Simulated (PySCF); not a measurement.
1-chlorocyclopenta-1,3-diene (C5H5Cl), SMILES ClC1=CC=CC1. Heavy atoms are numbered as in [Cl:1][C:2]1=[CH:3][CH:4]=[CH:5][CH2:6]1. Hydrogens are named by the atom that carries them.

Geometry: ωB97X-D3(BJ)/def2-SVP. One conformer was computed; it need not be the lowest.

All values below come from HF/def2-TZVP (PySCF).

Atomic charges (e), one atom of each kind:

| atom | Löwdin | IAO |
|---|---|---|
| Cl1 | 0.38 | -0.04 |
| C2 | -0.45 | … |
| C3 (CH) | -0.14 | -0.16 |
| C4 (CH) | -0.14 | … |
| C5 (CH) | -0.14 | … |
| C6 (CH2) | -0.21 | -0.23 |
| H on C3 | 0.14 | … |
| H on C4 | 0.13 | 0.14 |
| H on C5 | 0.13 | 0.14 |
| H on C6 | 0.15 | … |

Task: Complete the blanks. (Estimate from the structure and the level; the computed values follow.)

Result: 
- C2, IAO: -0.01
- C4 (CH), IAO: -0.14
- C5 (CH), IAO: -0.15
- H on C3, IAO: 0.15
- H on C6, IAO: 0.15

Computed Mayer and Wiberg (Löwdin basis) orders of the bonds:
```tsv
bond	Mayer	Wiberg
Cl1–C2	1.04	1.68
C2–C3	1.91	1.89
C3–C4	1.01	1.23
C4–C5	1.94	1.94
C2–C6	0.99	1.17
C5–C6	0.99	1.18
```
